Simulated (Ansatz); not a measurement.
# Nudged elastic band run: ClH$_{4}$InO$_{2}$

input.yaml

```yaml
crystal:
  periodic: [false, false, false]
  atoms:
    - { symbol: In, position_ang: [-0.150162, -0.354745, -0.046411] }
    - { symbol: O, position_ang: [0.012239, -0.443741, 1.968592] }
    - { symbol: H, position_ang: [-0.887611, -0.392682, 2.350685] }
    - { symbol: O, position_ang: [1.467664, -0.47717, -1.230856] }
    - { symbol: H, position_ang: [2.25152, -0.607982, -0.659464] }
    - { symbol: Cl, position_ang: [-2.272104, -0.143915, -1.049973] }
    - { symbol: H, position_ang: [0.243679, 2.634196, 1.091438] }
    - { symbol: H, position_ang: [0.221874, 2.002441, 1.534888] }
basis:
  gaussian: { orbitals: def2-SVP }
hamiltonian:
  xc: pbe
neb:
  order_check: false
  images: 7
  f_tol: 0.05
  max_iterations: 60
  final_atoms:
    - { symbol: In, position_ang: [0.29389109, 0.86565638, -0.20710605] }
    - { symbol: O, position_ang: [-0.03255135, 0.08735863, 2.04466972] }
    - { symbol: H, position_ang: [-0.88743643, -0.32594732, 1.7537383] }
    - { symbol: O, position_ang: [1.8358026, -0.24736395, -0.87594763] }
    - { symbol: H, position_ang: [1.52582753, -1.16112099, -1.03035716] }
    - { symbol: Cl, position_ang: [-1.81611007, -0.36577337, -0.36649445] }
    - { symbol: H, position_ang: [0.26107349, 2.57489088, -0.03349589] }
    - { symbol: H, position_ang: [-0.29339786, 0.78870175, 2.67389216] }
  initial_path:
    images:
      - { positions_ang: [[-0.150162, -0.354745, -0.046411], [0.012239, -0.443741, 1.968592], [-0.887611, -0.392682, 2.350685], [1.467664, -0.47717, -1.230856], [2.25152, -0.607982, -0.659464], [-2.272104, -0.143915, -1.049973], [0.243679, 2.634196, 1.091438], [0.221874, 2.002441, 1.534888]] }
      - { positions_ang: [[-0.1126972, -0.26572234, -0.03497904], [0.01064323, -0.33452937, 2.06126756], [-0.89114161, -0.36770271, 2.43245864], [1.53083832, -0.35510816, -1.1731888], [2.19446047, -0.69078181, -0.78440607], [-2.23320118, -0.10843486, -1.09126399], [0.20454452, 2.4660364, 0.98325246], [0.18365245, 1.87264484, 1.56575824]] }
      - { positions_ang: [[-0.0752324, -0.17669967, -0.02354707], [0.00904747, -0.22531774, 2.15394312], [-0.89467221, -0.34272342, 2.51423228], [1.59401263, -0.23304632, -1.11552161], [2.13740094, -0.77358162, -0.90934814], [-2.19429836, -0.07295471, -1.13255498], [0.16541003, 2.29787681, 0.87506691], [0.14543089, 1.74284867, 1.59662848]] }
      - { positions_ang: [[-0.0377676, -0.08767701, -0.01211511], [0.0074517, -0.11610611, 2.24661868], [-0.89820282, -0.31774413, 2.59600592], [1.65718695, -0.11098448, -1.05785441], [2.08034141, -0.85638143, -1.03429021], [-2.15539553, -0.03747457, -1.17384597], [0.12627555, 2.12971721, 0.76688137], [0.10720934, 1.61305251, 1.62749872]] }
      - { positions_ang: [[-0.00030279, 0.00134566, -0.00068314], [0.00585594, -0.00689448, 2.33929424], [-0.90173342, -0.29276484, 2.67777956], [1.72036126, 0.01107736, -1.00018721], [2.02328187, -0.93918124, -1.15923228], [-2.11649271, -0.00199443, -1.21513696], [0.08714107, 1.96155762, 0.65869583], [0.06898779, 1.48325634, 1.65836896]] }
      - { positions_ang: [[0.07324568, 0.21742334, -0.05228887], [-0.00374588, 0.0166688, 2.26563811], [-0.89815918, -0.30106046, 2.44676925], [1.7492216, -0.05353297, -0.96912732], [1.89891829, -0.99466618, -1.1270135], [-2.04139705, -0.09293916, -1.00297633], [0.13062417, 2.11489093, 0.4856479], [-0.02160863, 1.30961769, 1.91224976]] }
      - { positions_ang: [[0.14679415, 0.43350102, -0.10389459], [-0.01334771, 0.04023208, 2.19198198], [-0.89458493, -0.30935608, 2.21575893], [1.77808193, -0.1181433, -0.93806742], [1.7745547, -1.05015112, -1.09479472], [-1.96630139, -0.1838839, -0.7908157], [0.17410728, 2.26822425, 0.31259997], [-0.11220504, 1.13597905, 2.16613056]] }
      - { positions_ang: [[0.22034262, 0.6495787, -0.15550032], [-0.02294953, 0.06379536, 2.11832585], [-0.89101068, -0.3176517, 1.98474862], [1.80694227, -0.18275362, -0.90700753], [1.65019112, -1.10563605, -1.06257594], [-1.89120573, -0.27482864, -0.57865508], [0.21759038, 2.42155756, 0.13955204], [-0.20280145, 0.9623404, 2.42001136]] }
      - { positions_ang: [[0.29389109, 0.86565638, -0.20710605], [-0.03255135, 0.08735863, 2.04466972], [-0.88743643, -0.32594732, 1.7537383], [1.8358026, -0.24736395, -0.87594763], [1.52582753, -1.16112099, -1.03035716], [-1.81611007, -0.36577337, -0.36649445], [0.26107349, 2.57489088, -0.03349589], [-0.29339786, 0.78870175, 2.67389216]] }
```

Run as:

```bash
$ ansatz run input.yaml --threads 2 --pin off --max-ram 3072MiB --backend cpu --events-out ev --progress --plain --runs-dir out
```

Output, in part (warnings, iteration lines, the closing report on the highest movable image, with atoms numbered from 0):

```
NEB end point (image 0): max|allowed force component| = 1.165e-2 eV/Å (the criterion of neb.relax_end_points is 1.000e-2)
NEB end point (image 8): max|allowed force component| = 9.697e-3 eV/Å (the criterion of neb.relax_end_points is 1.000e-2)
NEB iter   1: max|band force component| = 1.211e1 eV/Å  barrier→ = 1.7626 eV  barrier← = 2.6140 eV  Δτ_max = 0.2000 Å  (249 SCF iters)
NEB iter   2: max|band force component| = 3.675e0 eV/Å  barrier→ = 0.7758 eV  barrier← = 1.6271 eV  Δτ_max = 0.2000 Å  (241 SCF iters)
NEB iter   3: max|band force component| = 7.073e0 eV/Å  barrier→ = 0.6772 eV  barrier← = 1.5286 eV  Δτ_max = 0.0989 Å  (227 SCF iters)
NEB iter   4: max|band force component| = 5.865e0 eV/Å  barrier→ = 0.4879 eV  barrier← = 1.3392 eV  Δτ_max = 0.1986 Å  (210 SCF iters)
NEB iter   5: max|band force component| = 1.123e0 eV/Å  barrier→ = 0.5872 eV  barrier← = 1.4385 eV  Δτ_max = 0.1279 Å  (225 SCF iters)
NEB iter   6: max|band force component| = 5.099e-1 eV/Å  barrier→ = 0.5898 eV  barrier← = 1.4411 eV  CI = image 4  Δτ_max = 0.2000 Å  (205 SCF iters)
NEB iter   7: max|band force component| = 4.722e-1 eV/Å  barrier→ = 0.5735 eV  barrier← = 1.4248 eV  CI = image 4  Δτ_max = 0.1641 Å  (219 SCF iters)
NEB iter   8: max|band force component| = 3.356e-1 eV/Å  barrier→ = 0.5646 eV  barrier← = 1.4159 eV  CI = image 4  Δτ_max = 0.1103 Å  (205 SCF iters)
NEB iter   9: max|band force component| = 2.230e-1 eV/Å  barrier→ = 0.5579 eV  barrier← = 1.4093 eV  CI = image 4  Δτ_max = 0.0409 Å  (200 SCF iters)
NEB iter  10: max|band force component| = 7.245e-2 eV/Å  barrier→ = 0.5565 eV  barrier← = 1.4079 eV  CI = image 4  Δτ_max = 0.0670 Å  (198 SCF iters)
NEB iter  11: max|band force component| = 5.054e-2 eV/Å  barrier→ = 0.5551 eV  barrier← = 1.4065 eV  CI = image 4  Δτ_max = 0.0284 Å  (203 SCF iters)
NEB iter  12: max|band force component| = 3.265e-2 eV/Å  barrier→ = 0.5542 eV  barrier← = 1.4055 eV  CI = image 4  Δτ_max = 0.0000 Å  (400 SCF iters)
Total energy: -21839.49434518 eV, -802.5866138445 hartree
Atom 0 at     0.084750     0.100374     0.042006 Å, force     0.008297    -0.003259    -0.012908 eV/Å
Atom 1 at    -0.062389     0.140150     2.187323 Å, force    -0.018509     0.019986    -0.018554 eV/Å
Atom 2 at    -0.941630    -0.112735     2.539179 Å, force     0.014702    -0.012762     0.009986 eV/Å
Atom 3 at     1.894673    -0.399939    -0.679332 Å, force    -0.008534    -0.004667    -0.002461 eV/Å
Atom 4 at     1.801724    -0.635091    -1.624392 Å, force     0.000903    -0.000989     0.007482 eV/Å
Atom 5 at    -1.971056    -0.287159    -1.068015 Å, force     0.002009    -0.000216    -0.000867 eV/Å
Atom 6 at     0.108417     2.001612     0.903206 Å, force     0.000927     0.005499    -0.001145 eV/Å
Atom 7 at    -0.027390     1.409190     1.658924 Å, force     0.000205    -0.003591     0.018467 eV/Å
Dipole moment:    -0.156481    -0.004722     0.016653 e Å
```

It converged. Beside the main top the profile has a ripple of under 15 meV (maxima at images 1, 4), which may be a very shallow well or noise. A vibrational analysis at the climbing image gives one clearly imaginary mode, 1011i cm⁻¹: a first-order saddle point. The orbitals stay closed-shell, which can raise the energy where a bond breaks towards radicals; this wasn't checked here.

Final band (atoms are numbered from 1 in the order of the input):

```csv
image,path coordinate (Å),energy (eV),H7–H8 (Å),In1–H7 (Å),O2–H8 (Å)
0,0.00,0.00,0.77,3.22,2.49
1,0.76,0.06,0.77,2.82,2.64
2,1.53,0.05,0.77,2.80,2.61
3,2.29,0.05,0.78,2.68,2.13
4,3.06,0.55,0.97,2.09,1.38
5,3.71,-0.36,1.67,1.79,1.00
6,4.37,-0.64,2.35,1.74,0.98
7,5.02,-0.78,2.85,1.72,0.98
8,5.68,-0.85,3.29,1.72,0.98
```

The run took 2.6 min on 2 threads of Arm Neoverse V1 (shared host), peak memory 0.14 GiB.
